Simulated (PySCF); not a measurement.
# CaAl at ROHF

Level: ROHF. PySCF, spin-free X2C with a Gaussian nucleus, basis sets Ca x2c-SVPall, Al x2c-SVPall.

```
state                                            : ²Π (doublet), unpaired electrons π ↑
bond length                                      : 4.102 Å
harmonic wavenumber                              : 37.1 cm⁻¹
force constant                                   : 0.0130 mdyn/Å
rotational constant Be                           : 0.06220 cm⁻¹
anharmonicity ωexe                               : 2.13 cm⁻¹
vibration–rotation constant αe                   : 0.00303 cm⁻¹
well depth De to Ca + Al                         : 0.02 eV
dissociation energy D0                           : 0.02 eV
bond order (Mayer)                               : 0.21
dipole moment (positive dipole means Ca(−)Al(+)) : -1.25 D
```

UHF is strongly spin-contaminated for CaAl, so the ROHF reference used there is far from stable. Hartree–Fock leaves out correlation, which carries a large part of most bond energies and some tenths to 1 eV of ionisation energies. The state was picked by a PBE0 search and need not be the measured ground state.
